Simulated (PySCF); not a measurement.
Bond stretch in SiH (cation, charge +1), singlet. Each curve is given relative to its own lowest point near equilibrium.

```
R / Å      A      B      C     D
-----  -----  -----  -----  ----
1.13    92.4   93.5   96.1  96.2
1.22    48.7   49.6   51.5  51.3
1.28    29.4   30.1   31.6  31.2
1.37    11.1   11.6   12.5  11.9
1.44     3.6    3.8    4.4   3.8
1.48     1.3    1.4    1.8   1.4
1.52     0.1    0.2    0.4   0.2
1.56     0.0    0.0    0.0   0.0
1.61     1.0    0.9    0.7   1.0
1.68     4.2    4.0    3.5   4.1
1.75     8.9    8.7    7.9   8.7
1.87    19.3   19.0   17.7  18.9
2.07    39.9   39.8   37.7  45.8
2.26    60.3   60.5   57.5  64.4
2.48    82.9   78.8   77.6  74.8
2.75   108.0   91.5   90.8  80.5
3.03   130.1   98.3   97.3  83.1
3.37   151.5  102.6  101.1  84.4
3.73   168.6  104.9  102.9  85.0
4.12   181.6  106.1  104.1  85.3
4.51   190.1  106.8  104.8  85.5
5.34   200.0  107.2  105.3  85.7
6.14   204.0  107.3  105.4  85.7
```

Energies in mEh.

Question: Match the curves with the methods restricted M06-2X/6-31G in PySCF 2.14.0; unrestricted CAM-B3LYP/6-31G (PySCF 2.14.0); unrestricted PBE0/6-31G (PySCF); MP2 on UHF/6-31G, 5 core orbitals frozen run with PySCF.

Answer: A is RKS-M06-2X; B is UKS-CAM-B3LYP; C is UKS-PBE0; D is UMP2.

The unrestricted determinant behind UMP2 is spin-contaminated at 1.13 to 1.28, 2.07 to 6.14 Å (<S²> up to 1.0, against 0.00 for a pure singlet). At the longest distance RKS-M06-2X leaves fractional charges on the fragments, a sign of delocalisation error or of the restricted form. The restricted form behind RKS-M06-2X keeps the bonding electrons paired and can't separate into open-shell fragments. The unrestricted determinant behind UKS-CAM-B3LYP is spin-contaminated at 2.26 to 6.14 Å (<S²> up to 1.0, against 0.00 for a pure singlet). The unrestricted determinant behind UKS-PBE0 is spin-contaminated at 2.48 to 6.14 Å (<S²> up to 1.0, against 0.00 for a pure singlet).
